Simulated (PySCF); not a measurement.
## Two-photon absorption: SMILES CN(C)C(Cl)=C=CCl, C5H7Cl2N

Geometry (Å), atoms numbered from 1 in this order:
```xyz
15

C    -0.588   -1.181   -0.283
N    -0.442    0.254   -0.247
C    -1.449    0.964    0.509
C     0.850    0.721   -0.296
Cl    1.026    2.454   -0.469
C     1.947   -0.017   -0.310
C     3.033   -0.736   -0.344
Cl    4.009   -1.076    1.067
H     0.016   -1.596   -1.103
H    -0.265   -1.668    0.658
H    -1.644   -1.429   -0.460
H    -1.418    0.717    1.588
H    -1.311    2.045    0.396
H    -2.444    0.700    0.121
H     3.449   -1.198   -1.246
```

Computed, not measured: TDDFT CAM-B3LYP/aug-cc-pVDZ excited states, vertical, gas phase (PySCF 2.14.0). Geometry: PBE0-D3(BJ)/def2-SVP.

How strongly do the lowest singlets absorb one photon, and two photons of half the energy?

δ for parallel linear polarisation; σ at the peak of a Lorentzian of half width 0.1 eV, single beam; Ω is circular over linear.
| state | E (eV) | f | photon λ (nm) | δ (au) | σ (GM) | Ω | main |
| --- | --- | --- | --- | --- | --- | --- | --- |
| S1 | 4.14 | 0.002 | 599 | 6.01 | 0.04 | 0.55 | HOMO→LUMO+1 0.81 |
| S2 | 5.26 | 0.145 | 471 | 121 | 1.23 | 1.24 | HOMO→LUMO 0.48, HOMO→LUMO+3 0.20 |
| S3 | 5.51 | 0.013 | 450 | 61.4 | 0.68 | 0.26 | HOMO−1→LUMO+2 0.35, HOMO−1→LUMO+3 0.26 |
| S4 | 5.59 | 0.098 | 444 | 342 | 3.91 | 0.33 | HOMO→LUMO+2 0.35, HOMO→LUMO 0.18 |
| S5 | 6.03 | 0.067 | 411 | 85.1 | 1.14 | 0.95 | HOMO→LUMO+3 0.48, HOMO→LUMO+2 0.30 |
| S6 | 6.21 | 0.083 | 399 | 192 | 2.72 | 0.28 | HOMO→LUMO+4 0.51, HOMO−1→LUMO+1 0.15 |

Among these, the strongest one-photon state is S2, the strongest two-photon state S4, with a dipole change of 2.2 D (relaxed, norm of the difference vector).
